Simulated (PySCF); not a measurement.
## How methods differ on the ionisation energy of Rh⁺

Rh⁺ [Kr] 4d8 [4d3/2^4 4d5/2^4, M_J = 4] → Rh²⁺ [Kr] 4d7 [4d3/2^4 4d5/2^3, M_J = 9/2], as a difference of total energies. Calculation: PySCF 2.14, in x2c-TZVPPall-2c; the two-component X2C-1e Hamiltonian. Correlated levels: [Ar] 3d10 frozen; the 6 highest virtual spinors dropped. "Screened" scales the spin-orbit matrix elements by Boettger's factors to mimic the two-electron term; Breit and QED terms are absent.

```tsv
method	ionisation energy (eV)	difference from reference (eV)
GHF (spin-free)	16.180	-1.900
GMP2 (spin-free)	17.986	-0.094
GHF (screened spin-orbit)	16.131	-1.949
GMP2 (screened spin-orbit)	17.934	-0.146
```

Reference: 18.08 eV (semi-empirical (NIST evaluation); NIST Atomic Spectra Database, ionization energies).

The spin-free rows relax to the high-spin LS determinant and lack the spin-orbit shift.

Errors of the correlated levels include the incompleteness of this basis and the frozen core.

The labels give the starting determinants; with spin-orbit coupling the two ends relaxed to ⟨J²⟩ = 20.02, ⟨L²⟩ = 12.06, ⟨S²⟩ = 2.01 and ⟨J²⟩ = 24.76, ⟨L²⟩ = 12.17, ⟨S²⟩ = 3.71.
